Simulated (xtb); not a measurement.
Si(SH)2 (H₂S₂Si), SMILES S[Si]S (connectivity only; charge and spin as stated), neutral, multiplicity 1. All values are semi-empirical tight-binding results from xtb (GFN2-xTB unless named), good for trends rather than for accurate numbers. Geometry: GFN2-xTB. Other conformers were not sampled.

Optimised geometry:

```xyz
5

Si     1.0075    -0.0058     0.0000
S     -0.3473    -1.7006     0.0000
H     -1.4979    -1.0422     0.0000
S     -0.4672     1.6091     0.0000
H      0.4248     2.5881     0.0000
```

```json
{
 "point_group_as_xtb_finds_it": "Cs",
 "orbital_gap": "2.47 eV",
 "zero_point_energy": "11.2 kcal/mol",
 "G − E(el) at 298.15 K (modified RRHO)": "-6.9 kcal/mol",
 "static polarisability (D4 model)": "74.6 bohr³",
 "solvation energy, GFN2-xTB/ALPB(water)": "0.3 kcal/mol",
 "solvation energy, GFN2-xTB/ALPB(methanol)": "-4.2 kcal/mol"
}
```

Computed atomic charges and the Wiberg bond orders between heavy atoms:
charges (e) Si1 0.46, S2 -0.39, H3 0.18, S4 -0.40, H5 0.15. Bond orders Si1–S2 1.20, Si1–S4 1.18.
